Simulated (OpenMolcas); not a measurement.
**Os5+: input and output**

Os5+ among 6 point charges of -0.65 e arranged as an octahedron (Oh), 1.86 Å from the ion. With inversion symmetry the input lists one of each pair of outer charges.

Input:

```
&GATEWAY
Coord
1

Os 0.0 0.0 0.0
Basis=ANO-RCC-VDZP
Group=XYZ
NoMove
AngMom=0.0 0.0 0.0
AMFI
XField
3 Angstrom 0
1.860000 0.000000 0.000000 -0.650000
0.000000 1.860000 0.000000 -0.650000
0.000000 0.000000 1.860000 -0.650000
&SEWARD
&RASSCF
FileOrb=start.orb
Symmetry=1
Spin=4
nActEl=3 0 0
Inactive=15 19
Ras2=5 0
CIRoot=10 10 1
SDav=10
CIMx=300
Iter=120 100
PrWF=0.3
OrbListing=Nothing
MaxOrb=0
>>> COPY $Project.JobIph JOB001
&RASSCF
FileOrb=start.orb
Symmetry=1
Spin=2
nActEl=3 0 0
Inactive=15 19
Ras2=5 0
CIRoot=40 40 1
SDav=40
CIMx=300
Iter=120 100
PrWF=0.3
OrbListing=Nothing
MaxOrb=0
>>> COPY $Project.JobIph JOB002
&RASSI
NrOfJobIphs=2 10 40
1 2 3 4 5 6 7 8 9 10
1 2 3 4 5 6 7 8 9 10 11 12 13 14 15 16 17 18 19 20 21 22 23 24 25 26 27
28 29 30 31 32 33 34 35 36 37 38 39 40
IphNames
JOB001
JOB002
EJob
SpinOrbit
DIPRint=1.0
SOCoupling=1000.0
Subsets=2
Property=9
'ANGMOM' 1 'ANGMOM' 2 'ANGMOM' 3 'MLTPL  1' 1 'MLTPL  1' 2 'MLTPL  1' 3
'AMFI' 1 'AMFI' 2 'AMFI' 3
SOProperty=3
'ANGMOM' 1 'ANGMOM' 2 'ANGMOM' 3
```

Launched by
```bash
OMP_NUM_THREADS=1 MOLCAS_MEM=1689 MOLCAS_PROJECT=a pymolcas a.inp > a.log  # once for each step of the input, in one work folder
```

A driver script runs the steps one by one and writes start.orb anew before each from the orbitals found so far.

Output, cut to the results:

```
--- SEWARD ---
Basis set label: OS.ANO-RCC...7S6P4D2F1G.

      Electronic valence basis set:
      ------------------
      Associated Effective Charge  76.000000 au
      Associated Actual Charge     76.000000 au
      Nuclear Model: Point charge

      Shell  nPrim  nBasis  Cartesian Spherical Contaminant
         s      24       7        X
         p      21       6        X
         d      15       4                 X
         f      11       2                 X
         g       4       1                 X
                  Relativistic Douglas-Kroll-Hess integrals:
                    - DKH order of Hamiltonian: 2
                    - DKH order of Properties : 0
                  Atomic mean-field integrals
--- RASSCF ---
Wave function specifications:
      -----------------------------

      Number of closed shell electrons          68
      Number of electrons in active shells       3
      Max number of holes in RAS1 space          0
      Max nr of electrons in RAS3 space          0
      Number of inactive orbitals               34
      Number of active orbitals                  5
      Number of secondary orbitals              29
      Spin quantum number                      1.5
      State symmetry                             1
Orbital specifications:
      -----------------------

      Symmetry species                           1   2
                                                ag  au
      Frozen orbitals                            0   0
      Inactive orbitals                         15  19
      Active orbitals                            5   0
      RAS1 orbitals                              0   0
      RAS2 orbitals                              5   0
      RAS3 orbitals                              0   0
      Secondary orbitals                        16  13
      Deleted orbitals                           0   0
      Number of basis functions                 36  32
      Number of CSFs                            10
      Number of root(s) required                10
      Iter CI   SX   CI       RASSCF       Energy    max ROT     max BLB   max BLB  Level Ln srch  Step   QN
          iter iter root      energy       change     param      element    value   shift minimum  type update
 Nr of preliminary CI iterations:   1
      Total energies have been shifted. Add               -17000.00 au
        1   1    6    0  -237.39615019    0.00E+00   2.52E-01*  17  20 2  3.56E-01*  0.00   0.00    SX    NO
        2   1    5    0  -237.75198963   -3.56E-01*  2.22E-02   11  27 2 -2.30E-01*  0.01   0.00    SX    NO
        3   1    5    0  -237.77214727   -2.02E-02*  2.36E-02   13  29 2  1.44E-01*  0.00   0.00    SX    NO
        4   1    5    0  -237.77922609   -7.08E-03*  1.74E-02   11  27 2 -9.31E-02*  0.00   0.00    SX    NO
        5   1    5    0  -237.78224842   -3.02E-03*  6.78E-03   11  27 2  6.43E-02*  0.00   0.59    LS   YES
        6   1    4    0  -237.78491491   -2.67E-03*  5.28E-04   13  29 2  2.33E-03*  0.00   1.04    QN   YES
        7   1    3    0  -237.78491884   -3.92E-06*  1.75E-05   18  24 2  8.85E-05   0.00   1.00    QN   YES
        8   1    3    0  -237.78491884   -5.36E-09   2.79E-06    7  23 2 -1.09E-05   0.00   1.01    QN   YES
      Convergence after  8 iterations
        9   1    3    0  -237.78491884   -5.82E-11   2.79E-06   13  29 2  1.67E-07   0.00   1.01    QN   YES
      Natural orbitals and occupation numbers for root  1
      sym 1:   0.000000   1.000000   1.000000   1.000000  -0.000000
      Natural orbitals and occupation numbers for root  2
      sym 1:   0.920359   1.000000   0.920359   0.079641   0.079641
      Natural orbitals and occupation numbers for root  3
      sym 1:   0.070197   0.929803   0.070197   1.000000   0.929803
::    RASSCF root number  1 Total energy: -17237.82764943
::    RASSCF root number  2 Total energy: -17237.80746816
::    RASSCF root number  3 Total energy: -17237.80746816
::    RASSCF root number  4 Total energy: -17237.80746816
::    RASSCF root number  5 Total energy: -17237.79254002
::    RASSCF root number  6 Total energy: -17237.79254002
::    RASSCF root number  7 Total energy: -17237.79254002
::    RASSCF root number  8 Total energy: -17237.74050481
::    RASSCF root number  9 Total energy: -17237.74050481
::    RASSCF root number 10 Total energy: -17237.74050481
--- RASSCF ---
Wave function specifications:
      -----------------------------

      Number of closed shell electrons          68
...
--- RASSI ---
SPIN-FREE ENERGIES:
  (Shifted by EMIN (a.u.) =     -17237.8276494332)

 SF State       Relative EMIN(au)   Rel lowest level(eV)    D:o, cm**(-1)      L_eff

     1             0.0000000000        0.0000000000              0.0000         3.0
     2             0.0201812683        0.5491602879           4429.2764         3.0
     3             0.0201812683        0.5491602879           4429.2764         3.0
     4             0.0201812683        0.5491602879           4429.2764         3.0
     5             0.0351094103        0.9553757251           7705.6249         3.0
     6             0.0351094103        0.9553757251           7705.6249         3.0
     7             0.0351094103        0.9553757251           7705.6249         3.0
    11             0.0755523281        2.0558835825          16581.8194         4.0
    12             0.0755523281        2.0558835825          16581.8194         4.0
    13             0.0784131282        2.1337299186          17209.6924         4.1
    14             0.0784131282        2.1337299186          17209.6924         4.1
    15             0.0784131282        2.1337299186          17209.6924         4.1
    16             0.0870643306        2.3691411270          19108.4119         4.0
     8             0.0871446188        2.3713258808          19126.0331         1.1
     9             0.0871446188        2.3713258808          19126.0331         1.1
    10             0.0871446188        2.3713258808          19126.0331         1.1
    17             0.0915319920        2.4907123886          20088.9502         3.8
    18             0.0915319920        2.4907123886          20088.9502         3.8
    19             0.0915319920        2.4907123886          20088.9502         3.8
    20             0.1023944963        2.7862961888          22472.9943         4.5
    21             0.1023944963        2.7862961888          22472.9943         4.5
...
```

Spin-orbit levels above the lowest (labels of O, the rotations of Oh):

| E (cm-1) | Degeneracy | Label | 2S+1 | g |
| --- | --- | --- | --- | --- |
| 0.0 | 4 | Γ8 | 4 (85 %) |  |
| 7076 | 4 | Γ8 | 4 |  |
| 8611 | 2 | Γ7 | 4 | 0.86 0.86 0.86 |
| 12938 | 2 | Γ6 | 4 (85 %) | 2.89 2.89 2.89 |
| 12947 | 4 | Γ8 | 4 (87 %) |  |
| 14262 | 2 | Γ7 | 4 (86 %) | 2.77 2.77 2.77 |
| 15874 | 4 | Γ8 | 4 (53 %) |  |
| 16756 | 4 | Γ8 | 4 (55 %) |  |
| 18426 | 2 | Γ6 | 4 (59 %) | 4.30 4.30 4.30 |
| 19647 | 4 | Γ8 | 4 (55 %) |  |
| 20531 | 2 | Γ6 | 4 (57 %) | 2.01 2.01 2.01 |
| 25402 | 4 | Γ8 | 2 (63 %) |  |
| 26062 | 2 | Γ6 | 2 (74 %) | 1.47 1.47 1.47 |
| 27342 | 4 | Γ8 | 2 (59 %) |  |
| 27900 | 2 | Γ7 | 2 (87 %) | 2.63 2.63 2.63 |
| 28426 | 4 | Γ8 | 2 (75 %) |  |
| 29068 | 2 | Γ6 | 2 (68 %) | 3.29 3.29 3.29 |
| 29479 | 2 | Γ7 | 4 (86 %) | 2.57 2.57 2.57 |
| 29654 | 4 | Γ8 | 4 (85 %) |  |
| 34457 | 4 | Γ8 | 2 (62 %) |  |

Spin-orbit coupling mixes the spin-free states strongly: the lowest level takes only 37 % from its leading state, 4T2, which lies 4429 cm-1 above the lowest spin-free state. Without dynamic correlation the repulsion within the d shell is too large (B by tens of per cent), so at a given field states of lower spin stand too high. This field is weak: 10Dq is about 4538 cm-1, while octahedral complexes of 5d ions of charge 3 and more, computed by the same method with explicit ligands, had a median near 35000 cm-1. Ground spin and moment need not be those of a real site. Point charges carry no covalency, so the field is a model and not that of real ligands. No measured value stands beside these numbers.

The RASSCF and RASSI steps took 9.2 s on 1 thread of Arm Neoverse V2, with other jobs on the host; the integral step is not counted.
